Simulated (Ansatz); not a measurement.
Consider the cleavage of the Si–Si bond: `F[SiH2][Si](F)(Cl)Cl` + `[OH][GeH3]` → `F[Si](Cl)(Cl)[O][GeH3]` + `F[SiH3]`.

Computed with Ansatz on PBE0-D4/def2-TZVP structures; ΔE is electronic, products minus reactants. CCSD(T)/CBS is the MP2 limit (def2-TZVPP, def2-QZVPP) plus CCSD(T) − MP2 in def2-TZVPP, frozen cores. This one scheme is used for every species. Functionals use def2-TZVPP. For Ge outer-core shells are correlated without core-valence functions, which leaves a few kJ/mol of doubt a bond. Scalar relativity is left out up to krypton. Each species was taken in one conformer, which may not be the lowest.

```tsv
species	B2PLYP energy (Eh)
`F[SiH2][Si](F)(Cl)Cl`	-1700.04812
`[OH][GeH3]`	-2154.25522
`F[Si](Cl)(Cl)[O][GeH3]`	-3463.29278
`F[SiH3]`	-391.06889
```

Task: Work out ΔE.

Result: ΔE = (-3463.29278) + (-391.06889) − (-1700.04812) − (-2154.25522) = -0.05833 Eh = -153.1 kJ/mol. CCSD(T)/CBS gives -153.6 kJ/mol.

Largest T1 diagnostic among the species: 0.011.

From r2SCAN to r2SCAN0 (25 % exact exchange), in def2-TZVPP and without D4, ΔE moves by −6.5 kJ/mol. Leaving LDA and LC-ωPBE aside and taking each functional with its dispersion term where it has one, the values, not all of them listed here, spread over 42.1 kJ/mol, from BHLYP-D4 to PBE-D4. LDA lies −10.0 kJ/mol from PBE without D4.
